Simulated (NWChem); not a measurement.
Species: C2H5FGe; SMILES C=[C](F)[GeH3]

Computed with NWChem. Medium grid unless said otherwise, to which SCAN and Minnesota functionals are sensitive. Coordinates come from a PBE0/def2-SVP optimisation. B3LYP is NWChem's, with the RPA form of VWN correlation. Total energies of different functionals are on different scales.

```json
[
 {"level": "B3LYP/def2-SVP", "energy (Ha)": "-2255.6723", "highest occupied level (eV)": "(withheld)", "orbital gap (eV)": "7.09", "dipole (D)": "1.20"},
 {"level": "PBE/def2-SVP", "energy (Ha)": "-2255.1027", "highest occupied level (eV)": "-6.32", "orbital gap (eV)": "5.32", "dipole (D)": "1.02"},
 {"level": "PW91/def2-SVP", "energy (Ha)": "-2255.7100", "highest occupied level (eV)": "-6.36", "orbital gap (eV)": "5.32", "dipole (D)": "1.04"},
 {"level": "M06/def2-SVP", "energy (Ha)": "-2255.4732", "highest occupied level (eV)": "-7.65", "orbital gap (eV)": "7.60", "dipole (D)": "1.33"},
 {"level": "PW6B95/def2-SVP", "energy (Ha)": "-2256.8241", "highest occupied level (eV)": "-7.69", "orbital gap (eV)": "7.73", "dipole (D)": "1.27"},
 {"level": "OLYP/def2-SVP", "energy (Ha)": "-2256.1543", "highest occupied level (eV)": "-6.17", "orbital gap (eV)": "5.38", "dipole (D)": "1.05"},
 {"level": "B3PW91/def2-SVP", "energy (Ha)": "-2255.5793", "highest occupied level (eV)": "-7.40", "orbital gap (eV)": "7.12", "dipole (D)": "1.23"}
]
```

**Question.** What belongs in the gaps?

**Answer.** 
- B3LYP/def2-SVP, highest occupied level (eV): -7.32
